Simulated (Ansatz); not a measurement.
Relaxation of AlClFH₄N (8 atoms, charge 0, multiplicity 1), to a largest force component of 0.03 eV/Å in at most 50 steps.

These are results of RKS B3LYP/6-31G* in Ansatz, not measurements.

```xyz
8
Properties=species:S:1:pos:R:3:forces:R:3
Al 0.021 -0.187 0.173 0.00 0.05 1.40
N -0.015 -0.137 2.044 -0.01 0.26 -1.41
H -0.813 -0.462 2.581 -0.01 0.00 -0.01
H 0.839 -0.267 2.576 0.00 0.00 0.00
H 1.371 -0.053 -0.617 0.00 0.00 -0.01
F -1.414 -0.446 -0.606 -0.02 -0.01 0.00
Cl -0.332 3.118 1.017 0.05 -0.64 0.54
H -0.255 2.094 1.881 -0.01 0.34 -0.52
```

Problem. Where does it end, and by what steps?

Solution. The forces met the threshold. After 17 steps the energy has fallen by 2.248 eV; H8 moved furthest, 1.26 Å. Parted: Cl7–H8 (1.34 → 2.98 Å). Joined: Al1–Cl7 (3.43 → 2.15 Å), N2–H8 (2.25 → 1.02 Å).

```
step  energy less start (eV)  largest force component (eV/Å)  accepted
   0                  0.0000                           1.407       yes
   1                 -0.1141                           0.554       yes
   2                 -0.1078                           0.942        no
   3                 -0.1399                           0.295       yes
   4                 -0.1484                           0.436       yes
   5                 -0.1655                           0.445       yes
   6                 -0.2127                           0.629       yes
   7                 -0.3698                           1.122       yes
   8                 -1.0171                           2.044       yes
   9                 -1.4325                           5.072       yes
  10                 -1.9488                           0.928       yes
  11                 -2.1383                           0.485       yes
  12                 -2.1325                           1.721        no
  13                 -2.2055                           0.227       yes
  14                 -2.2355                           0.169       yes
  15                 -2.2454                           0.241       yes
  16                 -2.2477                           0.045       yes
  17                 -2.2480                           0.020       yes
```

```xyz
8
Properties=species:S:1:pos:R:3
Al -0.045 0.569 0.090
N -0.028 0.215 2.116
H -0.849 -0.344 2.355
H 0.802 -0.289 2.432
H 1.360 0.059 -0.424
F -1.393 -0.345 -0.283
Cl -0.362 2.700 0.133
H -0.083 1.095 2.631
```

Whether the end is a true minimum wasn't checked by a vibrational analysis.

Time of the run: 68 s on 1 thread of Arm Neoverse V1 (shared host), peak memory 0.17 GiB.
